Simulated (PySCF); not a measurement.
Shifts of the heteroatoms

Mapped SMILES: `[CH3:1][SiH2:2][C@H:3]([F:4])[C:5]#[C:6][SiH2:7][PH2:8]`. Hydrogens are named by the atom that carries them. Ha(Si2), Ha(Si7) are pro-R; Hb(Si2), Hb(Si7) are pro-S.

PySCF 2.14 calculation with GFN2-xTB geometry and shieldings: GIAO PBE0/pcSseg-1; fast rotation and ring inversion assumed for equivalent nuclei, one computed conformer, non-relativistic Hamiltonian, no solvent.

Problem. Where does ¹⁹F resonate?

Solution. 
```json
{"atoms": "F4", "environment": "fluorine on an sp3 carbon", "σ (ppm)": "421.7", "δ (ppm)": "-219.9"}
```

Shieldings were converted by a linear fit to measured shifts: ¹⁹F (scatter 6.0 ppm rms, 7.0 ppm with the 5 outliers that the fit left out vs CFCl3, solution or neat liquid, with a term for F on sp3 carbon). A few per cent of atoms miss by over 2 rms, more outside the fitted compound classes.

On a 500 MHz spectrometer ¹⁹F resonates near 470.5 MHz, so 1 ppm is 470.5 Hz.

Problem. Where does ³¹P resonate?

Solution. 
| atoms | environment | σ (ppm) | δ (ppm) |
| --- | --- | --- | --- |
| P8 | phosphorus bonded to Si, 2 H | 617.2 | -241.2 |

Shieldings were converted by a linear fit to measured shifts: ³¹P (scatter 18.1 ppm rms vs H3PO4, solution or neat liquid). A few per cent of atoms miss by over 2 rms, more outside the fitted compound classes.

On a 400 MHz spectrometer ³¹P resonates near 161.9 MHz, so 1 ppm is 161.9 Hz.

Problem. What are the ²⁹Si shifts?

Solution. 
```csv
atoms,environment,σ (ppm),δ (ppm)
Si2,"silicon bonded to 2 C, 2 H",387.0,-38.2
Si7,"silicon bonded to C, P, 2 H",424.6,-69.1
```

Shieldings were converted by a linear fit to measured shifts: ²⁹Si: δ = 279.94 − 0.822σ (rms 8.9 ppm, 72 shifts, 25.8 ppm with the 6 outliers that the fit left out vs TMS, solution or neat liquid). Occasional misses reach two or three times the rms, and more in compound classes unlike the fitted ones.

On a 400 MHz spectrometer ²⁹Si resonates near 79.5 MHz, so 1 ppm is 79.5 Hz.
